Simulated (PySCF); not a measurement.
Species: C7H5NO.
InChI=1S/C7H5NO/c1-3-8-5-7-6(1)2-4-9-7/h1-5H

Computed with CAM-B3LYP/def2-SVPD in PySCF (dipole) on a GFN2-xTB geometry, gas phase.

Masses are those of the commonest isotopes; rigid-rotor values at the optimised geometry. 

Task: Give the principal moments of inertia and the rotational constants in MHz.

Result: Ia = 123.25, Ib = 299.30, Ic = 422.55 u·Å²; 505379 MHz·u·Å²/I gives A = 4100, B = 1689, C = 1196 MHz.

Task: Classify the top.

Result: An asymmetric top; Ray's κ = -0.661.

Task: Is it planar, by Δ = Ic − Ia − Ib?

Result: Planar: Δ = Ic − Ia − Ib = 0.00 u·Å². For a rigid frame Δ = −2 Σ m c², so it vanishes when all atoms lie in the ab plane; here none is more than 0.01 Å from it.

Task: Where do the levels up to J = 2 lie, in MHz?

Result: Above 0(0,0):
J = 1: 1(0,1) 2885, 1(1,1) 5296, 1(1,0) 5789
J = 2: 2(0,2) 8586, 2(1,2) 10573, 2(1,1) 12051, 2(2,1) 19286, 2(2,0) 19354

Task: Which lines would a microwave search look for?

Result: The dipole components are |μa| = 2.47 D, |μb| = 1.83 D, |μc| = 0.00 D; the mirror of this Cs structure is the ab plane, so μc vanishes by symmetry and there are no c-type lines. The squared components, which scale the intensities, stand as 1.00 : 0.55 (a : b). Some lines, for components of 0.1 D or more:

```
type  branch         J(Ka,Kc)    MHz  lower level (cm⁻¹)
   a       Q  4(2,2) ← 4(2,3)    946               1.315
   b       Q  2(1,1) ← 2(0,2)   3465               0.286
   a       R  3(1,3) ← 2(1,2)   7875               0.353
   a       R  3(2,2) ← 2(2,1)   8654               0.643
   b       Q  2(2,1) ← 2(1,2)   8713               0.353
   b       R  3(1,3) ← 2(0,2)   9862               0.286
   a       R  4(1,4) ← 3(1,3)  10433               0.615
   b       Q  4(3,2) ← 4(2,3)  13504               1.315
   b       Q  4(4,0) ← 4(3,1)  18459               1.767
   b       R  4(2,2) ← 3(1,3)  21923               0.615
   b       R  4(3,2) ← 3(2,1)  24657               0.943
   b       R  4(3,1) ← 3(2,2)  25030               0.932
```

Task: Estimate the classical rotational partition function at 10 K, 200 K and 298.15 K.

Result: Point group Cs, symmetry number σ = 1; q = (√π/σ)·√((kT/h)³/(ABC)), k/h = 20836.6 MHz/K: 1850 at 10 K, 166000 at 200 K, 302000 at 298.15 K.

Stationary, but not proved a minimum. These are rigid-rotor constants of the computed structure; measured ground-state constants (B0) also hold zero-point vibration. Quadrupole hyperfine structure (14N) is left out.
